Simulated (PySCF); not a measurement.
dimethylether (C2H6O), singlet, geometry from GFN2-xTB; HF/6-31G in PySCF.

Input for PySCF:
```python
from pyscf import gto, scf

mol = gto.Mole()
mol.atom = '''
    C     0.000999    1.168731   -0.198484
    O    -0.016288    0.002183    0.581813
    C     0.009862   -1.170187   -0.189459
    H    -0.021618    2.008493    0.492846
    H     0.909599    1.224719   -0.811800
    H    -0.872295    1.217775   -0.861658
    H    -0.006410   -2.004736    0.508331
    H    -0.863015   -1.230964   -0.852209
    H     0.918878   -1.224019   -0.802352
'''
mol.basis = '6-31g'
mol.charge = 0
mol.spin = 0
mol.verbose = 4
mol.build()

mf = scf.RHF(mol)
mf.kernel()
```

The log (banner, timings and long lists left out):

```
PySCF version 2.14.0

[INPUT] verbose = 4
[INPUT] num. atoms = 9
[INPUT] num. electrons = 26
[INPUT] charge = 0
[INPUT] spin (= nelec alpha-beta = 2S) = 0
[INPUT] symmetry False subgroup None
[INPUT] Mole.unit = angstrom
[INPUT] Symbol           X                Y                Z      unit          X                Y                Z       unit  Magmom
[INPUT]  1 C      0.000999000000   1.168731000000  -0.198484000000 AA    0.001887836398   2.208581503289  -0.375080400108 Bohr   0.0
[INPUT]  2 O     -0.016288000000   0.002183000000   0.581813000000 AA   -0.030779859117   0.004125272130   1.099467225712 Bohr   0.0
[INPUT]  3 C      0.009862000000  -1.170187000000  -0.189459000000 AA    0.018636479040  -2.211332944526  -0.358025621834 Bohr   0.0
[INPUT]  4 H     -0.021618000000   2.008493000000   0.492846000000 AA   -0.040852099361   3.795501693106   0.931343961587 Bohr   0.0
[INPUT]  5 H      0.909599000000   1.224719000000  -0.811800000000 AA    1.718892993178   2.314383489551  -1.534079667922 Bohr   0.0
[INPUT]  6 H     -0.872295000000   1.217775000000  -0.861658000000 AA   -1.648398649827   2.301261231342  -1.628297633040 Bohr   0.0
[INPUT]  7 H     -0.006410000000  -2.004736000000   0.508331000000 AA   -0.012113144458  -3.788401992056   0.960606370626 Bohr   0.0
[INPUT]  8 H     -0.863015000000  -1.230964000000  -0.852209000000 AA   -1.630861991392  -2.326184829199  -1.610441610889 Bohr   0.0
[INPUT]  9 H      0.918878000000  -1.224019000000  -0.802352000000 AA    1.736427761888  -2.313060681264  -1.516225535497 Bohr   0.0

nuclear repulsion = 84.191027024848
number of shells = 27
number of NR pGTOs = 90
number of NR cGTOs = 39
basis = 6-31g
ecp = {}

******** <class 'pyscf.scf.hf.RHF'> ********
method = RHF
initial guess = minao
damping factor = 0
level_shift factor = 0
DIIS = <class 'pyscf.scf.diis.CDIIS'>
diis_start_cycle = 1
diis_space = 8
diis_damp = 0
SCF conv_tol = 1e-09
SCF conv_tol_grad = None
SCF max_cycles = 50
direct_scf = True
direct_scf_tol = 1e-13
Set gradient conv threshold to 3.16228e-05
Initial guess from minao.
init E= -154.325826048899
  HOMO = -0.318936795507108  LUMO = 0.160721374872978  gap/eV = 13.05216
cycle= 1 E= -153.941962209605  delta_E= 0.384  |g|= 0.435  |ddm|= 2.37
  HOMO = -0.372995272420049  LUMO = 0.208641208154311  gap/eV = 15.82713
cycle= 2 E= -153.980996816596  delta_E= -0.039  |g|= 0.247  |ddm|= 0.504
  HOMO = -0.422093696726808  LUMO = 0.224836602355952  gap/eV = 17.60387
cycle= 3 E= -153.99257857791  delta_E= -0.0116  |g|= 0.0366  |ddm|= 0.184
  HOMO = -0.413639107537278  LUMO = 0.230265818776797  gap/eV = 17.52155
cycle= 4 E= -153.992976881168  delta_E= -0.000398  |g|= 0.00859  |ddm|= 0.0385
  HOMO = -0.417368430888363  LUMO = 0.229283567645742  gap/eV = 17.59630
cycle= 5 E= -153.993003063858  delta_E= -2.62e-05  |g|= 0.00201  |ddm|= 0.0128
  HOMO = -0.417390194596346  LUMO = 0.229344557993757  gap/eV = 17.59855
cycle= 6 E= -153.993005358872  delta_E= -2.3e-06  |g|= 0.000366  |ddm|= 0.0051
  HOMO = -0.417502024488128  LUMO = 0.229360978040972  gap/eV = 17.60204
cycle= 7 E= -153.993005439735  delta_E= -8.09e-08  |g|= 4.56e-05  |ddm|= 0.00105
  HOMO = -0.41750968602879  LUMO = 0.229357948735296  gap/eV = 17.60216
cycle= 8 E= -153.993005440878  delta_E= -1.14e-09  |g|= 6.03e-06  |ddm|= 9.98e-05
  HOMO = -0.417510157152113  LUMO = 0.229357720658518  gap/eV = 17.60217
cycle= 9 E= -153.9930054409  delta_E= -2.21e-11  |g|= 8.94e-07  |ddm|= 1.36e-05
  HOMO = -0.417510407538785  LUMO = 0.229357622276038  gap/eV = 17.60218
Extra cycle  E= -153.993005440899  delta_E= 2.56e-13  |g|= 3.47e-07  |ddm|= 1.61e-06
converged SCF energy = -153.993005440899
```
